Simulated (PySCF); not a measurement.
# Structure elucidation problem

The spectra below were simulated for a compound C₃H₁₀N₂O₂Si₂.

1H NMR (400 MHz, computed): δ 9.41 (s, 1H), 5.75 (br s, 1H), 5.43 (s, 2H), 5.26 (s, 3H), 1.89 (s, 3H).

13C{1H} NMR (computed): δ 195.8 (CH), 148.8 (C), 4.6 (CH3).

PySCF 2.14 calculation with GIAO PBE0/pcSseg-1 shieldings and geometry from GFN2-xTB; non-relativistic Hamiltonian, in vacuum, fast rotation and ring inversion assumed for equivalent nuclei, one computed conformer.

Chemical shifts δ = σref − σ; TMS for 1H (σref 31.72) and 13C (σref 186.93), all at this level.

Q: Deduce the structure.

A: 
- Rings plus π bonds: 2 (no ring in the answer).
- 3 carbon signals for 3 carbons: no two carbons are equivalent.
- Carbon types of the structure: 1 × C, 1 × CH, 1 × CH3, leaving 6 H on heteroatoms.
- δC 195.8: aldehyde carbonyl carbon; low-lying n→π* states of the double bond to the heteroatom give a large paramagnetic term (-257 ppm).
- δC 148.8: C=N carbon.
- δC 4.6: methyl carbon; aliphatic region, no heteroatom directly attached.
- δH 9.41: hydrogen on an aldehyde carbonyl carbon; deshielded by the polar, anisotropic C=O bond.
- δH 5.75: hydrogen on a nitrogen bonded to O or N; labile proton, position sensitive to the medium.
- δH 5.43: hydrogen on a silicon bonded to N, O.
- δH 1.89: hydrogen on a methyl carbon.

These data were computed for SMILES [SiH3]O[SiH2]N/N=C(\C)C=O.

This is the structure that produced the data.

OH and NH positions are those of a molecule without intermolecular hydrogen bonds; in solution they move with solvent, concentration and temperature, and exchange usually removes their couplings. Shifts are as computed. Against solution values, carbons near 30 ppm lie about +3 ppm off and those near 130 ppm about +5 ppm. Of 1309 compounds with measured shifts, 239 miss one by over three times the rms of a fit or turn the order of signals round; such compounds aren't used in these exercises. No couplings were computed; multiplicities are counted from neighbouring protons, with m where these are inequivalent, close in shift, in a saturated or five-membered ring or joined by F or P, and br s for small geminal =CH2 splittings.
